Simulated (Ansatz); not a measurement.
The Cu⁺ ion from Hartree–Fock to CCSD(T)

Total charge 1; spin multiplicity 1. For Cu the d shell is correlated and the shells below it are frozen. Scalar relativity is left out up to krypton. A free ion. Frozen core, restricted reference, Ansatz 0.2.0.

```csv
basis,HF (Eh),MP2 corr.
def2-SVP,-1638.45918,-0.26912
def2-TZVPP,-1638.68648,-0.44951
def2-QZVPP,-1638.72721,-0.47311
```

Task: Estimate the CCSD correlation energy and the (T) correction in each basis where they were run (hartree).

Result: 
| basis | CCSD corr. | (T) |
| --- | --- | --- |
| def2-SVP | -0.23845 | -0.00954 |
| def2-TZVPP | -0.39228 | -0.01287 |
| def2-QZVPP | -0.41279 | -0.01584 |
